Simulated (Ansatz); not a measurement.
The pair A = HCl (SMILES Cl) (first 2 atoms), B = CH2O2 (SMILES O=CO); geometry from B3LYP-D3(BJ)/def2-TZVP.
(charge 0, multiplicity 1):
| atom | x (Å) | y (Å) | z (Å) |
|---|---|---|---|
| Cl | -0.2707 | 0.3275 | -0.0981 |
| H | 0.5869 | 0.0579 | 0.8584 |
| O | 1.1268 | -0.2060 | 2.5809 |
| C | 0.2364 | -0.0772 | 3.3870 |
| O | -1.0276 | 0.2241 | 3.1145 |
| H | 0.3788 | -0.1989 | 4.4664 |
| H | -1.1445 | 0.3308 | 2.1487 |

Cores are frozen in the correlated methods. MP2 and its Hartree–Fock in aug-cc-pV(Q+d)Z, aug-cc-pV(T+d)Z are density fitted.

The values were computed with Ansatz (a first-principles code). Each number belongs to the level named beside it.

The counterpoise-corrected interaction energy is E(AB) − E(A in the pair's basis) − E(B in the pair's basis). Total energies (hartree):

```csv
level,AB,A in the pair's basis,B in the pair's basis
HF/aug-cc-pV(T+d)Z,-648.9558477,-460.1074000,-188.8435689
MP2/aug-cc-pV(T+d)Z,-649.8143446,-460.3165416,-189.4865095
HF/aug-cc-pV(Q+d)Z,-648.9715377,-460.1106849,-188.8559187
MP2/aug-cc-pV(Q+d)Z,-649.8885599,-460.3366726,-189.5399246
MP2/aug-cc-pV(D+d)Z,-649.5942089,-460.2581102,-189.3265783
CCSD(T)/aug-cc-pV(D+d)Z,-649.6453862,-460.2808819,-189.3560690
```

Question: Work out the counterpoise-corrected interaction energy at the basis-set limit: extrapolate the MP2 correlation part as X⁻³, take Hartree–Fock from the larger set, and add the CCSD(T) − MP2 difference of aug-cc-pV(D+d)Z.

Answer: 
1. Differences (1 hartree = 627.509 kcal/mol): HF/aug-cc-pV(T+d)Z -3.062; MP2/aug-cc-pV(T+d)Z -7.087; HF/aug-cc-pV(Q+d)Z -3.096; MP2/aug-cc-pV(Q+d)Z -7.507; MP2/aug-cc-pV(D+d)Z -5.974; CCSD(T)/aug-cc-pV(D+d)Z -5.293.
2. Correlation parts, MP2 less HF: -4.025 in aug-cc-pV(T+d)Z (X = 3), -4.410 in aug-cc-pV(Q+d)Z (X = 4).
3. Limit (4³·(-4.410) − 3³·(-4.025))/(4³ − 3³) = -4.692; with HF/aug-cc-pV(Q+d)Z it gives -7.788.
4. CCSD(T) less MP2 in aug-cc-pV(D+d)Z: 0.681.
Result: -7.11 kcal/mol, against -7.09 at MP2/aug-cc-pV(T+d)Z. It is an estimate of this method's limit, not of the exact value.
